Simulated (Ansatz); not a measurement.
Acid–base and redox partners of C=Cc1ccccc1. All species are isolated molecules in the gas phase. One relaxed conformer stands for each flexible species; it need not be the lowest. Strings in code marks are SMILES.

Quantity: electronic energy of isomers of C8H7 (charge -1) relative to `C=[C-]c1ccccc1` (C–C–C–C torsion 92°), in kJ/mol. The restricted reference of `C=[C-]c1ccccc1`, `C=Cc1[c-]cccc1`, `C=Cc1c[c-]ccc1` and `C=Cc1cc[c-]cc1` is unstable towards unrestricted orbitals.

A: `C=Cc1c[c-]ccc1` (C–C–C–C torsion 180°) (not the most acidic site)
B: `C=Cc1cc[c-]cc1` (C–C–C–C torsion 180°) (not the most acidic site)
C: `C=Cc1[c-]cccc1` (C–C–C–C torsion 180°) (not the most acidic site)

Question: Order them by electronic energy of isomers of C8H7 (charge -1) relative to `C=[C-]c1ccccc1` (C–C–C–C torsion 92°) (lowest first) at the level frozen-core CCSD(T)/aug-cc-pVDZ // B3LYP-D3(BJ)/def2-SVPD (Ansatz, a quantum-chemistry and plane-wave program).

Answer: C (13.83 kJ/mol), B (19.02 kJ/mol), A (20.75 kJ/mol)
